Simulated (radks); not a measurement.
Results of a calculation; reference values are marked as such.
The cadmium ion Cd32+, 16 electrons, occupied as [Ne] 3s2 3p4.

Level of theory: Dirac Kohn-Sham, LB94 model potential, spin-unpolarised, spherical densities, finite nucleus; open shells fill j = l - 1/2 first; Fermi nuclear charge, rms radius 4.6087 fm (a radial shooting solver on a logarithmic mesh with Libxc functionals).

Energy parts (hartree):
| part | energy |
|---|---|
| kinetic | 5095.26918 |
| electron-nucleus | -10577.01711 |
| Hartree | 765.55111 |
(The LB94 potential has no energy functional, so no total or exchange-correlation energy is given.)

Orbitals (lengths in bohr, moments of r in powers of bohr; <r^-3> diverges for s and p1/2; r(90%) holds 90 % of the orbital's charge):
orbital,occ.,eigenvalue (hartree),<r^-3>,r(90%)
1s1/2,2,-1042.474,-,0.0545
2s1/2,2,-207.5574,-,0.200
2p1/2,2,-198.2277,-,0.179
2p3/2,4,-190.9371,3857,0.185
3s1/2,2,-78.40528,-,0.467
3p1/2,2,-75.05916,-,0.456
3p3/2,2,-73.32509,934.8,0.466

The highest occupied level is 3p3/2 at -1995.3 eV. The density falls to 0.001 e/bohr^3 at r = 0.89 bohr. Summed over all electrons, <r^2> = 0.8164 bohr^2, which gives a Langevin (diamagnetic) susceptibility term of -0.647 x 10^-6 cm^3/mol.
